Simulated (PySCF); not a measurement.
**Energy of Ni²⁺ (nickel, charge +2) between two integer charges**

The 3d beta orbital of [Ar] 3d8 is emptied in steps (occupation f), with all orbitals relaxed, ending at [Ar] 3d7. Calculation: PySCF 2.14, in aug-cc-pVTZ-DK; scalar relativity by spin-free X2C-1e. The exact energy is a straight line in f; departures are measured from the line between the end points of the same method.

```json
{"f": "1", "TPSS (eV)": "0.000"}
{"f": "0.75", "TPSS (eV)": "-1.578"}
{"f": "0.5", "TPSS (eV)": "-2.123"}
{"f": "0.25", "TPSS (eV)": "-1.605"}
{"f": "0", "TPSS (eV)": "0.000"}
```

```json
{"method": "TPSS", "E(f=0) − E(f=1) (eV)": "35.924", "−ε at f=1 (eV)": "27.590", "−ε at f=0.5 (eV)": "35.852"}
```

Orbital energy along the path (eV):

```
   f     TPSS
   1  -27.590
0.75  -31.656
 0.5  -35.852
0.25  -40.156
   0  -44.540
```

Reference removal energy between the ground levels: 35.187 ± 0.019 eV (measured; NIST Atomic Spectra Database, ionization energies). The calculation has no spin-orbit coupling. The determinant left behind need not be the lowest term of the ion.
